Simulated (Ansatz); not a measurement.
CH2BF3⁺, that is BH2(CF3) with one electron fewer. Charge 1, multiplicity 2. Geometry PBE-D4/def2-SVP, that of the neutral singlet; atoms count from 1.

```xyz
7

B    -0.2272    0.7612   -0.5346
H    -1.2822    0.7518   -1.1265
H     0.4714    1.7463   -0.4622
C     0.1945   -0.5377    0.2901
F    -0.2743   -1.7136   -0.1851
F    -0.4026   -0.3143    1.5129
F     1.5203   -0.6937    0.5054
```

Question: Estimate the Mulliken populations from the PBE0/def2-TZVP orbitals of Ansatz.

Answer: 
```json
{"atom": "B1", "charge (e)": "0.11", "spin (α − β)": "0.21"}
{"atom": "H2", "charge (e)": "0.20", "spin (α − β)": "0.05"}
{"atom": "H3", "charge (e)": "0.20", "spin (α − β)": "0.05"}
{"atom": "C4", "charge (e)": "0.43", "spin (α − β)": "0.21"}
{"atom": "F5", "charge (e)": "0.02", "spin (α − β)": "0.15"}
{"atom": "F6", "charge (e)": "0.02", "spin (α − β)": "0.17"}
{"atom": "F7", "charge (e)": "0.02", "spin (α − β)": "0.16"}
```
Mulliken values depend strongly on the basis.

Question: Where does the spin sit?

Answer: Summed by element: B 0.21, H 0.10, C 0.21, F 0.48, of 1 unpaired in all. Largest on single atoms: C4 0.21, B1 0.21, F6 0.17.

Question: And the Mayer bond orders between heavy atoms (over 0.3)?

Answer: B1–C4 0.69 (1.60 Å); C4–F5 1.22 (1.35 Å); C4–F6 1.13 (1.38 Å); C4–F7 1.22 (1.35 Å).
